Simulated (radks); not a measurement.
Task: These are the eigenvalues of the occupied orbitals of an atom or ion with whole-number occupations (eV). All-electron calculation, Dirac Kohn-Sham, PBE, spin-unpolarised, spherical densities, finite nucleus; Fermi nuclear charge, rms radius of each element as measured or else 0.836 A^(1/3) + 0.57 fm. Program: a radial shooting solver on a logarithmic mesh with Libxc functionals.

1s1/2: -25357.91
2s1/2: -3768.631
2p1/2: -3505.325
2p3/2: -3329.961
3s1/2: -725.2140
3p1/2: -620.4241
3p3/2: -589.4643
3d3/2: -403.9204
3d5/2: -397.6846
4s1/2: -135.1483
4p1/2: -101.8042
4p3/2: -96.5341
4d3/2: -45.1677
4d5/2: -44.4815

Which element is it, and in what charge state? The configuration may be excited. Open shells, if any, are shared by 2j + 1.

Result: Z = 47, silver, charge +3: Ag3+ in [Ar] 3d10 4s2 4p5 4d9. The list shows which subshells hold electrons but not how many an open one holds; the 1s level, -931.89 hartree, gives Z - s = 43.2 by -(Z - s)^2/2, which with screening and relativity narrows Z to a few neighbours, and the depths of the outer levels then fix element, charge and occupations together.
